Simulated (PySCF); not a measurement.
**Electronic absorption of C7H7Cl**

Species: C7H7Cl.
Z-matrix (Å and degrees, PBE0-D3(BJ)/def2-SVP geometry), rows numbered from 1:
```
C 
C   1  1.4849
C   2  1.5531  1  132.82
C   3  1.5136  2   90.12  1  -151.56
C   4  1.5120  3   60.03  2   -90.62
C   2  1.5078  1  129.61  3   137.77
Cl  6  1.7308  2  128.98  1    -0.11
C   6  1.5089  2   60.72  1   119.49
H   1  1.1006  2  109.99  3  -177.14
H   1  1.1017  2  111.05  3   -58.03
H   1  1.1013  2  111.61  3    62.82
H   3  1.0915  2  132.13  1    -0.96
H   4  1.0913  3  129.91  5  -117.74
H   5  1.0898  3  130.22  4   119.35
H   8  1.0907  2  129.36  6   118.21
```

Method used: TDDFT wB97X-D/def2-SVPD, vertical, gas phase, core orbitals frozen in the response (PySCF 2.14.0, density-fitted response routines).

```tsv
state	E (eV)	λ (nm)	ν̃ (cm⁻¹)	f	main configurations (H = HOMO, L = LUMO)
S1	6.44	192.6	51930	0.0019	H→L (53%), H→L+1 (22%)
S2	6.94	178.7	55950	0.0024	H→L+2 (22%), H→L+4 (16%), H-1→L (16%)
S3	6.98	177.7	56290	0.0096	H-1→L (28%), H-1→L+1 (20%), H→L+4 (17%)
S4	7.12	174.0	57460	0.013	H→L+1 (54%), H→L (13%), H-1→L+1 (8%)
S5	7.16	173.2	57750	0.015	H→L+5 (31%), H-1→L+2 (10%), H→L+7 (9%)
S6	7.24	171.3	58380	0.0029	H-1→L+4 (32%), H-1→L+2 (21%), H-1→L+1 (10%)
```

The lowest singlet lies at 6.44 eV (193 nm, vacuum ultraviolet) and is very weak; its leading configuration is HOMO→LUMO (53%). The largest oscillator strength of a single state is 0.015. Löwdin shares by element: HOMO carbon 48% or more, chlorine 18% (atoms not listed hold the other 35%); LUMO chlorine 44%, carbon 24% or more, hydrogen 5% or more (atoms not listed hold the other 27%). The oscillator strengths of these states sum to 0.045; summed over the whole spectrum of an exact calculation they would give the number of electrons, 66 (Thomas–Reiche–Kuhn). The listed states span 0.80 eV, and the widest gap between neighbours is 0.50 eV (S1 to S2). Orbital energies (eV): HOMO-3 -10.19, HOMO-2 -10.03, HOMO-1 -8.77, HOMO -8.46, LUMO 2.39, LUMO+1 2.47, LUMO+2 2.85. The window holds the lowest 6 singlets.

Time: 77 s (with the writing of density and orbital grids); peak memory 0.99 GiB. Hardware: Intel Xeon Platinum 8488C, one thread, no GPU, shared host with 96 logical CPUs at a one-minute load of 71.
